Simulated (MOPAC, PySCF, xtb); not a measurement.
Donor–acceptor adduct: AlF2H (SMILES [F][AlH][F]) (first 4 atoms) with NH3 (SMILES N); geometry from B3LYP-D3(BJ)/def2-TZVP, rigid monomers moved along the line of their centres of mass till Al2···N5 is 2.83 Å.
(charge 0, multiplicity 1):
```xyz
8

F      1.228     0.747     0.629
Al    -0.277     0.278     1.189
F     -0.708    -1.299     0.839
H     -1.418     1.361     1.216
N      0.347    -0.030     3.935
H      0.704     0.814     4.375
H     -0.424    -0.380     4.498
H      1.087    -0.727     3.956
```

Counterpoise-corrected where a basis set is named; no monomer relaxation. Rows marked so take none.

Rows in 6-31G* carry no dispersion term and start afresh at each structure (6-31G* with six Cartesian d functions). The state that PM6 reach isn't checked.

Run with MOPAC for PM6 (differences of heats of formation); PySCF for 6-31G* rows; xtb for the GFN methods. Each number belongs to the level named beside it.

Problem. One of these levels gives -8.57 kcal/mol for the interaction energy. Which one is it?
A. PM6
B. B3LYP/6-31G* (no counterpoise)
C. GFN2-xTB

Solution. A, PM6. The others give -20.66 (GFN2-xTB), -24.14 (B3LYP/6-31G* (no counterpoise))
